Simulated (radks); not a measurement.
The numbers below are computed, except where a source is named.
Question: The table gives one normalised radial function P(r) = r R(r) (large component) of Ga1.7+ in [Ne] 3s2 3p(1/2: 2, 3/2: 3.3) 3d10 4s2 (r in bohr). Code: a radial shooting solver on a logarithmic mesh with Libxc functionals. Model: Dirac Kohn-Sham, PBE, spin-unpolarised, spherical densities, finite nucleus; Fermi nuclear charge, rms radius 3.9973 fm.

r,P
0.00694,0.0741
0.007888,0.0813
0.009037,0.0893
0.01027,0.0969
0.01177,0.1050
0.01337,0.1123
0.01532,0.1195
0.01742,0.1253
0.01995,0.1298
0.02268,0.1319
0.02598,0.1313
0.02977,0.1267
0.03383,0.1181
0.03876,0.1036
0.04405,0.0841
0.05047,0.0569
0.05736,0.0251
0.06572,-0.0147
0.07469,-0.0566
0.08557,-0.1034
0.09726,-0.1463
0.1114,-0.1864
0.1266,-0.2139
0.1451,-0.2263
0.1649,-0.2175
0.1889,-0.1823
0.2147,-0.1238
0.246,-0.0372
0.2796,0.0606
0.3203,0.1701
0.3641,0.2645
0.4171,0.3385
0.4779,0.3693
0.5431,0.3484
0.6223,0.2696
0.7072,0.1466
0.8103,-0.0236
0.9209,-0.2040
1.055,-0.3957
1.199,-0.5566
1.374,-0.6883
1.561,-0.7633
1.789,-0.7843
2.033,-0.7494
2.329,-0.6632
2.647,-0.5505
3.033,-0.4174
3.447,-0.2974
3.95,-0.1889
4.489,-0.1115
5.143,-0.0565
5.845,-0.0262
6.697,-0.0100

Which n and l does it have? It may be an empty orbital.

Answer: n = 4, l = 0: the number of nodes gives n - l - 1 = 3, the rise at small r points to l (this Dirac orbital starts outside the nucleus as r^gamma with gamma = sqrt((l + 1)^2 - (Z/c)^2) = 0.97; the j = 1/2 orbital of l + 1 starts with the same power, but with a smaller coefficient, and then steepens), and the extent must fit the shell. The curve is that of 4s1/2. 4s1/2: eigenvalue -24.750 eV, 3 radial nodes at r = 0.0626, 0.259, 0.796 bohr, <r> = 2.04 bohr, 90 % of the charge inside 3.03 bohr.
